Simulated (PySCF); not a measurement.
Input of a run (PBE0-D3(BJ)/def2-SVP geometry optimisation, gas phase (PySCF 2.14.0)), started from GFN2-xTB:
```
{"job": {"xc": "PBE0", "basis": "def2-SVP", "d3": "d3bj", "grid": 1, "shake": 0.01, "kind": "geom"}, "charge": 0, "multiplicity": 1}
C      3.264080     1.729040    -0.515790
C      2.475550     0.921250    -0.116470
C      1.507430    -0.062670     0.346880
C      1.086760    -0.934690    -0.813300
C      0.005980    -1.965930    -0.384040
C     -1.208330    -1.301090     0.335660
B     -0.527410    -0.571430     1.560560
C      0.352560     0.652650     1.070330
C     -0.435200     1.589470     0.139540
C     -1.873180     1.108930    -0.086870
C     -1.958940    -0.332950    -0.590570
H      3.931790     2.473610    -0.858430
H      2.004690    -0.689700     1.081980
H      1.899530    -1.455310    -1.226980
H      0.642330    -0.311840    -1.596570
H      0.469390    -2.662280     0.319130
H     -0.337600    -2.505030    -1.249690
H     -1.890790    -2.115620     0.614230
H     -0.520670    -0.998390     2.654330
H      0.752960     1.253290     1.882370
H     -0.478450     2.590600     0.534660
H      0.086890     1.643370    -0.848890
H     -2.398440     1.188920     0.833940
H     -2.373820     1.777780    -0.814760
H     -1.531910    -0.396950    -1.609010
H     -3.013390    -0.600430    -0.658990
```

Output (energies in Eh, forces in Eh/bohr):
```
step   0  E = -414.08020224  max force = 0.054020
step   1  E = -414.08997829  max force = 0.011403
step   2  E = -414.09038191  max force = 0.002201
step   3  E = -414.09041865  max force = 0.000453
step   4  E = -414.09043222  max force = 0.000917
step   5  E = -414.09044573  max force = 0.000891
step   6  E = -414.09044909  max force = 0.000414
optimisation converged
```

Summarise the run.

The energy falls by 26.9 kJ/mol over 7 energy and gradient evaluations, the largest force component goes from 0.0540 to 4.1e-04 Eh/bohr, and the atoms move by 0.056 Å rms after alignment. The bond that changes most is C4–H14 (ring CH2 carbon to methylene hydrogen), which lengthens by 0.050 Å. Bonds longer at the end by more than 0.005 Å: 16 of 27; shorter: 6. Among the angles that change most is C5–C6–B7, from 102.6° to 98.7°. The energy never rose by more than 1e-6 Eh on the way. The first step brought 95 % of the lowering.

What are the final bond lengths?

C1≡C2 1.212 Å, C2–C3 1.460 Å, C3–C4 1.538 Å, C4–C5 1.525 Å, C5–C6 1.558 Å, C6–B7 1.564 Å, B7–C8 1.572 Å, C8–C9 1.546 Å, C9–C10 1.527 Å, C10–C11 1.527 Å, C3–C8 1.569 Å, C6–C11 1.545 Å, C1–H12 1.074 Å, C3–H13 1.107 Å, C4–H14 1.101 Å, C4–H15 1.102 Å, C5–H16 1.105 Å, C5–H17 1.104 Å, C6–H18 1.100 Å, B7–H19 1.213 Å, C8–H20 1.100 Å, C9–H21 1.101 Å, C9–H22 1.104 Å, C10–H23 1.107 Å, C10–H24 1.102 Å, C11–H25 1.105 Å, C11–H26 1.101 Å. Numbering counts from 1 in the input's order; the species is `C#C[C@@H]1CC[C@H]2B[C@@H]1CCC2`.

The run used 229 basis functions and 47 SCF cycles in all. On 2 threads, Intel Xeon at 2.60 GHz (x86_64), no GPU (shared host), this took 2.0 min wall, 4.8 min CPU and 1.3 GiB of memory at its peak.

No PBE0-D3(BJ)/def2-SVP frequencies stand behind this structure, so it isn't proved a minimum.
